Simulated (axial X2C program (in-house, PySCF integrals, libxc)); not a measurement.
# RbH: computed against measured constants

Calculated with an axial X2C code built on PySCF integrals. Spin-free means the one-electron spin-free X2C Hamiltonian; two-component (2c) means X2C with spin–orbit coupling and atomic mean-field two-electron Coulomb and Gaunt terms, so the difference of the two also holds small scalar two-electron terms. Basis: Rb dyall-cv3z [12s13p8d4f1g], H dyall-v3z [6s2p1d] (cores contracted in-house); Gaussian nuclei, density fitting, unrestricted open shells. Masses: Rb 84.912 u, H 1.008 u.

```tsv
Hamiltonian	level	Re (Å)	ωe (cm⁻¹)	ωexe (cm⁻¹)	De (eV)
spin-free	PBE0	2.356	938.5	13.5	1.68
spin-free	HF	2.442	913.3	12	0.836
spin-free	MP2	2.352	968.3	13.1	1.49
spin-free	CCSD	2.376	941.1	13.9	1.72
spin-free	CCSD(T)	2.370	944.3	14	1.72
spin-free	BHandHLYP	2.369	949.2	13.1	1.73
2c	PBE0	2.356	938.7	13.5	1.68
2c	HF	2.442	913.4	12	0.836
2c	MP2	2.352	968.5	13.1	1.49
2c	CCSD	2.376	941.3	13.9	1.72
2c	CCSD(T)	2.370	944.4	14	1.72
2c	BHandHLYP	2.369	949.4	13.1	1.73
```

De refers to Rb + H.

Correlated methods: 10 electrons correlated (number of frozen shells: Rb 3 s, 2 p, 1 d; H none), 194 virtual spin orbitals or spinors in MP2, 90 natural virtuals in coupled cluster.

Measured (Huber and Herzberg, Constants of Diatomic Molecules, 1979; state 1Σ+): Re (Å) 2.367, ωe (cm⁻¹) 936.94, ωexe (cm⁻¹) 14.21.

(1) Work out the error of each level, computed minus measured.

The state is one determinant whose occupation by symmetry is held fixed; it was picked as the lowest of a PBE0 search that is not exhaustive. The closed shell is kept restricted, so the energy runs too high when the bond is stretched far. Dissociation energies refer to the lowest single-determinant-based atoms at the same level and basis. CCSD and (T) use frozen natural virtuals with an MP2 correction for the truncation; (T) itself is uncorrected, so its De runs slightly low.

Answers

(1) 

```
Hamiltonian      level  Re (Å)  ωe (cm⁻¹)  ωexe (cm⁻¹)
  spin-free       PBE0  -0.011        1.6        -0.71
  spin-free         HF   0.075      -23.6        -2.21
  spin-free        MP2  -0.015       31.4        -1.11
  spin-free       CCSD   0.009        4.2        -0.31
  spin-free    CCSD(T)   0.003        7.4        -0.21
  spin-free  BHandHLYP   0.002       12.3        -1.11
         2c       PBE0  -0.011        1.8        -0.71
         2c         HF   0.075      -23.5        -2.21
         2c        MP2  -0.015       31.6        -1.11
         2c       CCSD   0.009        4.4        -0.31
         2c    CCSD(T)   0.003        7.5        -0.21
         2c  BHandHLYP   0.002       12.5        -1.11
```
